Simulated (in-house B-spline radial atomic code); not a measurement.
Configurations of Nb III (Nb2+), with energies counted from [Kr] 4d3. Level of theory: scalar-relativistic (X2C) TPSS, spin-polarised, spherical fractional occupations, Fermi nucleus of rms radius 4.324 fm; calculated with a radial B-spline atomic code at the basis-set limit. Shells without spins written out take the highest spin.

Occupations are held fixed; configurations that lie above the ionisation limit could autoionise.

| configuration | E - E(ref) (eV) | highest orbital | its <r> (bohr) |
| --- | --- | --- | --- |
| [Kr] 4d(2 up, 1 down) | 1.5437 | 4d down | 1.855 |
| [Kr] 4d2 5p1 | 8.4047 | 5p up | 3.462 |
| [Ar] 3d10 4s2 4p(2 up, 3 down) 4d(0 up, 3 down) 4f(0 up, 1 down) | 49.062 | 4f down | 5.169 |
| [Ar] 3d9 4s2 4p6 4d4 | 202 | 4d up | 1.705 |
| [Ar] 3d9 4s2 4p6 4d3 5s1 | 206.97 | 5s up | 2.85 |
| [Ar] 3d9 4s2 4p6 4d3 5p1 | 212.36 | 5p up | 3.358 |
| [Ar] 3d(5 up, 4 down) 4s2 4p6 4d(1 up, 2 down) 4f(1 up, 0 down) | 223.71 | 4f up | 5.416 |

Question: Order these further configurations by energy, lowest first.
A. [Kr] 4d(0 up, 2 down) 5f(1 up, 0 down)
B. [Ar] 3d9 4s2 4p6 4d3 5f1
C. [Ar] 3d10 4s2 4p5 4d4
D. [Ar] 3d(5 up, 4 down) 4s2 4p6 4d(1 up, 2 down) 5s(1 up, 0 down)
E. [Ar] 3d10 4s2 4p5 4d3 5s1

Answer: A (19.919 eV), C (30.29 eV), E (34.673 eV), D (209.63 eV), B (224.16 eV).

Question: How far above the reference does [Ar] 3d10 4s2 4p5 4d3 5f1 lie?

Answer: 51.644 eV; its least bound orbital is 5f up with <r> = 8.794 bohr.

Question: How far above the reference does [Kr] 4d2 5f1 lie?

Answer: 19.746 eV; its least bound orbital is 5f up with <r> = 9.045 bohr.
